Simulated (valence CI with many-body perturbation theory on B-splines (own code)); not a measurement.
## Pd23+: calculated level list

Calculated by configuration interaction combined with many-body perturbation theory (CI+MBPT): five valence electrons over a frozen Dirac-Fock core [Ar], radial functions for each j: 7 s, 7 p, 8 d, 6 f, 4 g, 1 h, with the one-electron correlation potential Σ1 (screened to all orders), the two-electron term Σ2, the three-electron term Σ3, Breit, model QED; selected single and double excitations, second order for the rest (own B-spline code, finite nucleus).

No measured levels were compared; by estimate terms of the open shell hold to 2 to 4 % of their energy, and close levels can change places. Core correlation moves these levels by up to 13000 cm⁻¹, and in measured spectra 5 to 20 % of such shifts remained as error; rates that hang on mixing are uncertain with them. Only levels of the ground parity were solved; by the run's estimate the other parity begins above the list, which can be wrong where configurations are misplaced.

Levels 1 to 37 of 37, with energies above the lowest level, 3d5 6S_5/2. "Leading %" is the weight of the configuration and term that name the level; weights of strongly mixed levels are sums over their largest components and can fall short. Lifetimes count E1, E2, E3, M1 and M2 decay at the calculated energies, and are blank where another channel may lead or the interval is too uncertain; long ones can be off by a factor of two.

| No. | Configuration | Term | J | E (cm⁻¹) | Leading % | Second component | g | Lifetime |
| --- | --- | --- | --- | --- | --- | --- | --- | --- |
| 1 | 3d5 | 6S | 5/2 | 0 | 86 | 12 % 3d5 4P | 1.935 |  |
| 2 | 3d5 | 4G | 5/2 | 86235 | 29 | 20 % 3d5 2F | 1.051 | 378 μs |
| 3 | 3d5 | 4G | 7/2 | 110590 | 67 | 13 % 3d5 2F | 1.074 | 2.46 ms |
| 4 | 3d5 | 4G | 11/2 | 113940 | 80 | 16 % 3d5 2H | 1.225 |  |
| 5 | 3d5 | 4P | 3/2 | 114580 | 48 | 42 % 3d5 4D | 1.401 | 210 μs |
| 6 | 3d5 | 4G | 5/2 | 118040 | 44 | 23 % 3d5 4D | 1.054 | 292 μs |
| 7 | 3d5 | 4G | 9/2 | 120030 | 86 | 7 % 3d5 4F | 1.166 | 31.4 ms |
| 8 | 3d5 | 4P | 1/2 | 128880 | 68 | 26 % 3d5 4D | 1.925 | 7.31 ms |
| 9 | 3d5 | 4D | 7/2 | 145690 | 69 | 21 % 3d5 4G | 1.311 | 804 μs |
| 10 | 3d5 | 4D | 5/2 | 154310 | 39 | 29 % 3d5 2D | 1.283 | 274 μs |
| 11 | 3d5 | 4D | 1/2 | 165410 | 73 | 24 % 3d5 4P | 0.688 | 445 μs |
| 12 | 3d5 | 2I | 11/2 | 166310 | 73 | 14 % 3d5 4G | 0.991 | 707 μs |
| 13 | 3d5 | 4D | 3/2 | 169660 | 48 | 37 % 3d5 4P | 1.328 | 265 μs |
| 14 | 3d5 | 2F | 7/2 | 175930 | 44 | 30 % 3d5 4F | 1.122 | 1.07 ms |
| 15 | 3d5 | 2I | 13/2 | 180750 | 100 |  | 1.074 | 4.90 ms |
| 16 | 3d5 | 4F | 3/2 | 182700 | 46 | 43 % 3d5 2D | 0.710 | 190 μs |
| 17 | 3d5 | 2G | 9/2 | 183290 | 47 | 30 % 3d5 4F | 1.161 | 727 μs |
| 18 | 3d5 | 2F | 5/2 | 190610 | 28 | 20 % 3d5 4F | 1.065 | 114 μs |
| 19 | 3d5 | 4F | 5/2 | 210200 | 38 | 30 % 3d5 2F | 1.081 | 172 μs |
| 20 | 3d5 | 2H | 9/2 | 212800 | 54 | 43 % 3d5 4F | 1.094 | 179 μs |
| 21 | 3d5 | 2G | 7/2 | 221380 | 52 | 30 % 3d5 2F | 1.027 | 483 μs |
| 22 | 3d5 | 2D | 3/2 | 230350 | 48 | 45 % 3d5 4F | 0.666 | 275 μs |
| 23 | 3d5 | 2F | 5/2 | 233380 | 55 | 20 % 3d5 4F | 0.996 | 169 μs |
| 24 | 3d5 | 2F | 7/2 | 233840 | 56 | 26 % 3d5 2G | 1.090 | 146 μs |
| 25 | 3d5 | 2H | 11/2 | 249590 | 71 | 22 % 3d5 2I | 1.062 |  |
| 26 | 3d5 | 2F | 7/2 | 250670 | 45 | 39 % 3d5 4F | 1.154 | 236 μs |
| 27 | 3d5 | 2G | 9/2 | 255090 | 49 | 30 % 3d5 2H | 1.092 | 286 μs |
| 28 | 3d5 | 2S | 1/2 | 256060 | 85 | 7 % 3d5 4P | 1.953 | 147 μs |
| 29 | 3d5 | 2D | 5/2 | 275370 | 50 | 34 % 3d5 2F | 1.067 | 89.4 μs |
| 30 | 3d5 | 2D | 3/2 | 285520 | 90 | 6 % 3d5 4D | 0.818 | 94.7 μs |
| 31 | 3d5 | 2D | 5/2 | 307070 | 68 | 21 % 3d5 2F | 1.130 |  |
| 32 | 3d5 | 2G | 9/2 | 317840 | 98 |  | 1.108 |  |
| 33 | 3d5 | 2G | 7/2 | 327940 | 89 | 10 % 3d5 2F | 0.915 |  |
| 34 | 3d5 | 2P | 3/2 | 367140 | 83 | 16 % 3d5 2D | 1.240 |  |
| 35 | 3d5 | 2P | 1/2 | 385840 | 92 | 7 % 3d5 2S | 0.757 |  |
| 36 | 3d5 | 2D | 5/2 | 414560 | 97 |  | 1.194 | 65.1 μs |
| 37 | 3d5 | 2D | 3/2 | 427110 | 82 | 16 % 3d5 2P | 0.879 | 68.0 μs |

Names give the largest LS component (configuration and term), which can be under half, so a name can repeat, a term be missing and a line seem to break the LS rules; names also repeat where a configuration has a term twice.

The ionisation energy to 3d4 5D_0 of the next ion comes out as 1144.4 eV (NIST: 1145 ± 4 eV (theoretical)). All 37 levels together are meant to be complete up to 444280 cm⁻¹.
